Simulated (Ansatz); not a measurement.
The cluster Na₇Li₂⁻. Charge -1, multiplicity 1. Geometry PBE/def2-SVPD; atoms count from 1.

```
atom   x (Å)   y (Å)   z (Å)
 Li1   2.213  -2.141   2.883
 Li2   1.067   0.177   1.070
 Na3  -1.093  -1.479   2.508
 Na4   0.668   0.597  -2.220
 Na5   2.056  -2.282  -0.510
 Na6  -1.447  -1.745  -1.052
 Na7   0.848   3.184   0.042
 Na8  -1.993   1.289   0.344
 Na9  -2.319   2.400  -3.065
```

The restricted singlet is unstable towards broken spin symmetry in Hartree–Fock (as tested in another run); at PBE0/def2-TZVPD this wasn't settled. The structure comes from a short search, and lower isomers may exist.

Q: Estimate the Mulliken populations from the PBE0/def2-TZVPD orbitals of Ansatz.

A: 
```csv
atom,charge (e)
Li1,-0.30
Li2,0.21
Na3,-0.08
Na4,-0.11
Na5,-0.08
Na6,-0.18
Na7,-0.05
Na8,-0.11
Na9,-0.31
```
Mulliken values and Mayer orders depend strongly on the basis. With diffuse functions, as here, like atoms can get unlike values, and bond orders can come out too low or too high.

Q: And the Mayer bond orders between bonded heavy atoms (over 0.3)?

A: Li1–Na3 0.53 (3.39 Å); Li1–Na5 0.53 (3.40 Å); Na4–Na7 0.31 (3.44 Å); Na4–Na9 0.33 (3.59 Å); Na7–Na8 0.31 (3.43 Å); Na8–Na9 0.33 (3.60 Å).
